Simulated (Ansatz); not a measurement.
`ClC1C[SiH2]1` + H₂S → `SC1C[SiH2]1` + HCl at 298.15 K and 1 bar (substitution at a C–Cl bond).

Gas-phase electronic energies from Ansatz, PBE0-D4/def2-TZVP geometries. CCSD(T)/CBS adds triple-zeta CCSD(T) − MP2 to the extrapolated MP2 energy (def2 sets, frozen cores). This one scheme is used for every species. Each species was taken in one conformer, which may not be the lowest.

| species | CCSD(T)/CBS energy (Eh) | H − E (kJ/mol) | S (J/(mol·K)) |
| --- | --- | --- | --- |
| `ClC1C[SiH2]1` | -827.92017 | 175.6 | 305.0 |
| H₂S | -398.97279 | 49.9 | 205.7 |
| `SC1C[SiH2]1` | -766.52003 | 200.1 | 314.3 |
| HCl | -460.38127 | 26.6 | 186.8 |

H − E and S are ideal-gas, rigid-rotor, harmonic terms from PBE0-D4/def2-TZVP, for one conformer and one mirror image of each species. 1 Eh = 2625.50 kJ/mol, R = 8.31446 J/(mol·K).

Task: By hand: ΔE, ΔH, ΔS and ΔG.

Result: ΔE = (-766.52003) + (-460.38127) − (-827.92017) − (-398.97279) = -0.00834 Eh = -21.9 kJ/mol. Δ(H − E) = 200.1 + 26.6 − 175.6 − 49.9 = 1.2, so ΔH = -20.7 kJ/mol. ΔS = 314.3 + 186.8 − 305.0 − 205.7 = -9.6 J/(mol·K). ΔG = -20.7 − 298.15 × (-9.6)/1000 = -17.8 kJ/mol.

Task: By hand: the equilibrium constant, and the temperature at which ΔG would vanish if ΔH and ΔS stayed fixed.

Result: log₁₀ K = −ΔG/(RT ln 10) = 3.1. ΔG = 0 at ΔH/ΔS = 2156 K, though so small a ΔS makes that figure unsure.

The number of gas molecules stays the same, so ΔS is small and ΔH decides. A doubt of 5 kJ/mol in ΔE shifts log₁₀ K by 0.9 here. Other conformers and mirror images would add mixing entropy, several J/(mol·K) or more a flexible species. These are equilibria of isolated gas molecules and say nothing of rates. Largest T1 diagnostic: 0.012 (customary marks: 0.02 for closed shells, 0.045 for open ones).
